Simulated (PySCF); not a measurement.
Cd(Et) (C2H5Cd), SMILES [Cd+][CH2]C, charge +1.

The structure is a stationary point at B3LYP-D3(BJ)/def2-TZVP. The multiplicity is an assumed one; other spin states were not compared. The isomer is the one that the SMILES or the coordinates give; other isomers of the formula were not compared. The def2 effective core potentials stand for the cores of Cd; spin–orbit coupling is left out.

Two levels are set side by side: PBE/def2-TZVPD (PySCF) and HF/def2-TZVPD (PySCF). Same geometry, gas phase. Differences are taken from unrounded values.

| quantity | HF |
|---|---|
| orbital gap (eV) | 8.64 |
| highest occupied level (eV) | -14.12 |
| lowest empty level (eV) | -5.48 |
| mean polarisability (bohr³) | 66.6 |

What does PBE give, and how far is it from HF? (Estimate from the structure and the level; the computed values follow.)


```
quantity                        PBE  PBE minus HF
---------------------------  ------  ------------
orbital gap (eV)               2.77         -5.88
highest occupied level (eV)  -12.16          1.96
lowest empty level (eV)       -9.39         -3.92
mean polarisability (bohr³)    61.0          -5.6
```

PBE's occupied levels lie high since its potential decays too fast outside the molecule; exact exchange lowers them and widens the gap. Differences between two approximate levels are no errors against the true value.

Rough cost on one machine, each run with all the roots and properties that it gave: HF against PBE about 1/3.
